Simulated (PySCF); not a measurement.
C7H5N3S.

```xyz
16

C     -0.1152    -3.3780     0.0000
C      1.1389    -2.7608     0.0000
N      1.2848    -1.4377     0.0000
C      0.1605    -0.7116     0.0000
C      0.2758     0.7559     0.0000
N      1.3839     1.4443     0.0000
C      1.1327     2.7844     0.0000
C     -0.1973     3.1384     0.0000
S     -1.1891     1.7285     0.0000
N     -1.0896    -1.2014     0.0000
C     -1.2216    -2.5252     0.0000
H     -0.2240    -4.4636     0.0000
H      2.0591    -3.3571     0.0000
H      1.9643     3.4915     0.0000
H     -0.6267     4.1388     0.0000
H     -2.2436    -2.9215     0.0000
```

Geometry: B3LYP-D3(BJ)/def2-SVP. One conformer was computed; it need not be the lowest.

These are PBE/pcSseg-1 (PySCF) values and carry that method's errors. Non-relativistic, no solvent.

Computed absolute GIAO shielding of each atom: isotropic value and principal components (ppm):
```json
[
 {"atom": "C1", "σ(iso)": "56.1", "σ11": "-54.2", "σ22": "55.7", "σ33": "166.7", "span": "220.9"},
 {"atom": "C2", "σ(iso)": "18.3", "σ11": "-91.9", "σ22": "8.5", "σ33": "138.2", "span": "230.1"},
 {"atom": "N3", "σ(iso)": "-68.9", "σ11": "-358.4", "σ22": "-131.8", "σ33": "283.4", "span": "641.8"},
 {"atom": "C4", "σ(iso)": "16.8", "σ11": "-70.8", "σ22": "12.5", "σ33": "108.7", "span": "179.5"},
 {"atom": "C5", "σ(iso)": "8.5", "σ11": "-39.0", "σ22": "12.2", "σ33": "52.1", "span": "91.1"},
 {"atom": "N6", "σ(iso)": "-106.8", "σ11": "-425.7", "σ22": "-110.6", "σ33": "216.0", "span": "641.7"},
 {"atom": "C7", "σ(iso)": "31.6", "σ11": "-38.5", "σ22": "36.7", "σ33": "96.6", "span": "135.1"},
 {"atom": "C8", "σ(iso)": "48.7", "σ11": "-38.4", "σ22": "52.7", "σ33": "131.9", "span": "170.3"},
 {"atom": "S9", "σ(iso)": "174.4", "σ11": "-18.3", "σ22": "175.0", "σ33": "366.6", "span": "384.8"},
 {"atom": "N10", "σ(iso)": "-63.0", "σ11": "-309.4", "σ22": "-138.5", "σ33": "258.8", "span": "568.2"},
 {"atom": "C11", "σ(iso)": "20.1", "σ11": "-88.4", "σ22": "10.5", "σ33": "138.1", "span": "226.5"},
 {"atom": "H12", "σ(iso)": "24.4", "σ11": "23.1", "σ22": "23.2", "σ33": "26.9", "span": "3.8"},
 {"atom": "H13", "σ(iso)": "22.3", "σ11": "18.6", "σ22": "22.1", "σ33": "26.2", "span": "7.6"},
 {"atom": "H14", "σ(iso)": "23.2", "σ11": "19.9", "σ22": "22.7", "σ33": "26.9", "span": "7.1"},
 {"atom": "H15", "σ(iso)": "23.9", "σ11": "21.6", "σ22": "23.6", "σ33": "26.6", "span": "5.0"},
 {"atom": "H16", "σ(iso)": "22.5", "σ11": "18.7", "σ22": "22.5", "σ33": "26.2", "span": "7.6"}
]
```
